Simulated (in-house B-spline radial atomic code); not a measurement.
**Response and correlation of neutral zinc**

Closed shell [Ar] 3d10 4s2. Computed with a B-spline radial code for spherical atoms: Dirac-Hartree-Fock, relativistic RPA (time-dependent Dirac-Hartree-Fock) for the response and second-order many-body perturbation theory for correlation, no-pair Dirac-Coulomb Hamiltonian, finite nucleus.

Command:
```bash
python run_mb.py task.json out
```
Settings (nuclear radius in fm, box in bohr, cutoff in hartree):
```
basis_form          2
Z                   30
core_configuration  [Ar] 3d10 4s2
rms_radius          3.9283
mass_number         64
speed_of_light      137.036
box_radius          45.0
lmax                7
intervals           68
virtual_cutoff      22500.0
```

Time taken, with all properties: 8 s on 1 thread of Intel(R) Xeon(R) Platinum 8259CL CPU @ 2.50GHz, with other jobs on the host.

```tsv
multipole (bohr³, bohr⁵, bohr⁷)	uncoupled	coupled RPA
dipole	37.291	50.808
quadrupole	278.74	431.83
octupole	5334.8	?
```

What is the coupled octupole polarisability?

7644.5 atomic units, +43 % against the uncoupled value.

Which subshells carry the dipole polarisability?

4s1/2 100.6 %, 3d5/2 -0.3 %, 3d3/2 -0.2 %.

What does the dipole shielding factor come to?

The dipole shielding factor is 1.000, against the exact N/Z = 30/30 = 1.000 of the non-relativistic theorem.

Dipole polarisability at imaginary frequency:

```
u (Eh)  α(iu) (bohr³)
     0          50.81
  0.05          47.62
  0.15          32.18
   0.3          16.43
   0.5          8.498
     1          3.364
     2          1.396
     5         0.4179
```

What dispersion coefficients follow for two such atoms?

C6 = (3/π)∫α(iu)²du = 402.1 hartree·bohr⁶ and C8 = 19960 hartree·bohr⁸. The literature value of C6 is 284 (Chu and Dalgarno (2004); Tang, Norbeck and Certain (1976)).

How good is RPA here?

The recommended dipole polarisability is 38.67 bohr³ (Schwerdtfeger and Nagle, table of static dipole polarizabilities (2023 update)); RPA is off by +31 %, the part due to correlation beyond RPA.

Lowest J = 1 odd-parity excitations:

```tsv
energy (eV)	oscillator strength	leading channel	weight
2.1719	3.84e-05	4s1/2 → p1/2	0.676
4.9829	1.48	4s1/2 → p3/2	0.669
6.3602	1.01e-06	4s1/2 → p1/2	0.683
6.6414	0.118	4s1/2 → p3/2	0.681
7.187	7.89e-07	4s1/2 → p1/2	0.685
7.2875	0.0292	4s1/2 → p3/2	0.684
```

For an outer ns² shell RPA puts the lowest triplet far too low, and second order misses the ns²-np² near-degeneracy.

Second-order correlation energy by the highest angular momentum of the excited pair (hartree): s -0.02344, p -0.2303, d -0.7179, f -0.4562, g -0.1483, h -0.06311, i -0.02871, k -0.01458.

What is the second-order correlation energy at the partial-wave limit?

The listed waves sum to -1.6826 hartree; extrapolating the increments as (l + 1/2)⁻⁴ gives -1.7124 hartree, -1.55 eV per electron.
